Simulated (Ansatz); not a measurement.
A nudged elastic band was laid between two geometries of AlCl2H2N + H2 (8 atoms, charge 0, multiplicity 1).

The calculation used RKS PBE0-D4/6-31G* in Ansatz 0.2.0.

| Item | Value |
| --- | --- |
| movable images | 5 |
| climbing image | yes |
| spring | 5.0 eV/Å² |
| optimiser | quadratic models (default) |
| start path | through a guess of the saddle point |
| force threshold | 0.05 eV/Å |
| iteration limit | 60 |
| end points | relaxed |

First end point:

```xyz
8
Properties=species:S:1:pos:R:3
Al 0.047 -0.286 -0.007
Cl 0.049 -0.973 1.970
N 1.561 -0.118 -0.882
H 2.470 -0.312 -0.488
H 1.632 0.184 -1.843
Cl -1.768 0.102 -0.971
H -0.241 2.506 0.887
H -0.206 2.137 1.534
```

Last end point:

```xyz
8
Properties=species:S:1:pos:R:3
Al 0.204 0.959 -0.380
Cl 0.152 0.425 2.386
N 1.571 0.037 -1.025
H 1.535 -0.934 -1.299
H 2.508 0.404 -1.123
Cl -1.691 -0.027 -0.486
H 0.266 2.513 -0.126
H -1.000 -0.137 2.252
```

Task: Which bonds break or form, and what moves?

Result: Bonds broken: Al1–Cl2, H7–H8. Bonds formed: Al1–H7, Cl2–H8. AlCl2H2N + H2 becomes AlClH3N + ClH.

Task: What energy profile does the band end with?

Result: It converged. The highest image is number 4 of 0 to 6, 161.1 kJ/mol above the first end and 34.5 kJ/mol above the last; the last end lies 126.6 kJ/mol above the first. The profile has 2 maxima (images 2, 4) with wells between them (image 3): this band takes more than one step, which may be the mechanism or a detour left from its start path. Neighbouring images differ by up to 1.6 eV, so the band resolves the path poorly. A vibrational analysis at the climbing image gives one clearly imaginary mode, 736i cm⁻¹: a first-order saddle point. The orbitals stay closed-shell, which can raise the energy where a bond breaks towards radicals; this wasn't checked here.

| image | path coordinate (Å) | energy (kJ/mol) | Al1–Cl2 (Å) | H7–H8 (Å) | Al1–H7 (Å) |
| --- | --- | --- | --- | --- | --- |
| 0 | 0.00 | 0.0 | 2.09 | 0.75 | 2.95 |
| 1 | 1.26 | 20.2 | 2.09 | 0.75 | 2.83 |
| 2 | 2.51 | 24.0 | 2.10 | 0.75 | 2.87 |
| 3 | 3.77 | 10.6 | 2.11 | 0.75 | 2.27 |
| 4 | 5.02 | 161.1 | 2.47 | 1.25 | 1.66 |
| 5 | 6.46 | 130.4 | 2.76 | 2.93 | 1.58 |
| 6 | 7.91 | 126.6 | 2.82 | 3.78 | 1.58 |

Task: What is the geometry of the highest image?

Result: 
```xyz
8
Properties=species:S:1:pos:R:3
Al -0.002 0.444 -0.160
Cl -0.061 0.022 2.270
N 1.549 0.078 -0.917
H 1.689 -0.715 -1.528
H 2.427 0.526 -0.700
Cl -1.797 -0.364 -0.889
H -0.134 1.954 0.529
H -0.127 1.295 1.595
```

Time of the run: 6 min on 1 thread of Intel(R) Xeon(R) Platinum 8488C (Sapphire Rapids), with other jobs on the host, peak memory 0.19 GiB.
